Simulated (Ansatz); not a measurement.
Basis-set series for ClH5N3V (`[NH]=[V]([NH2])([NH2])[Cl]`). Total charge 0; spin multiplicity 1. The structure was optimised at the PBE0-D4/def2-TZVP level. It is one conformer, not always the lowest.

| functional | basis | functions | energy (Eh) | HOMO (eV) | LUMO (eV) |
| --- | --- | --- | --- | --- | --- |
| PBE0-D4 | def2-SVP | 116 | -1570.63160 | -6.97 | -1.58 |
| PBE0-D4 | def2-QZVPP | 484 | -1571.16389 | -7.32 | -1.91 |
| ωB97M-V | def2-SVP | 116 | -1571.00830 | -9.15 | 0.65 |
| ωB97M-V | def2-QZVPP | 484 | -1571.54307 | -9.54 | 0.22 |

Give the rows for def2-TZVPP. (An estimate is asked.)

Computed: 
| functional | basis | functions | energy (Eh) | HOMO (eV) | LUMO (eV) |
| --- | --- | --- | --- | --- | --- |
| PBE0-D4 | def2-TZVPP | 269 | -1571.12199 | -7.27 | -1.85 |
| ωB97M-V | def2-TZVPP | 269 | -1571.50344 | -9.48 | 0.32 |

Positive LUMOs are unbound and depend on the basis. Scalar relativity is left out up to krypton.
